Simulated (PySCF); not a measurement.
**Computed vibrations of PmO(OH)**

PmO(OH) (singlet in the valence; each metal's 4f electrons, 4 of them, lie in its core potential, out of spins and levels). PySCF 2.14.0, RKS PBE0, Pm lcecp-1-SVP with ECP50, O def2-SVP, H def2-SVP; non-relativistic Hamiltonian with scalar-relativistic core potentials where named; density fitting; no spin-orbit coupling. Central differences of gradients.

```xyz
4

Pm    0.0771   -0.0135   -0.2051
O     1.3348    0.0638    1.1770
O    -1.8865    0.0515    0.5900
H    -2.3260    0.1084    1.4417
```

Run from Python with OMP_NUM_THREADS=2. Where DIIS fails, smearing, a level shift and second-order steps follow.
It took 26 s on 2 threads of Arm Neoverse V1, on a shared host.

What are the harmonic wavenumbers and infrared intensities?

Modes are labelled in Cs; negative numbers are unstable modes, those under 60 cm⁻¹ near the noise; a finer grid moves soft modes by up to 10 cm⁻¹.
| cm⁻¹ | km/mol | symmetry |
| --- | --- | --- |
| 149 | 31.1 | a' |
| 401 | 135.0 | a' |
| 493 | 164.8 | a'' |
| 569 | 117.1 | a' |
| 813 | 190.4 | a' |
| 3956 | 91.7 | a' |

Is this a minimum?

Yes. Ideal gas at 298.15 K and 1 bar: S = 310.2 J/(mol K), Cp = 59.9 J/(mol K), H − H(0 K) = 13.7 kJ/mol (rigid rotor, harmonic modes, spin degeneracy alone, that of the 4f electrons in the core included).

An lcecp potential fixes the number of 4f electrons, so in runs with it no electron can move into or out of that shell.
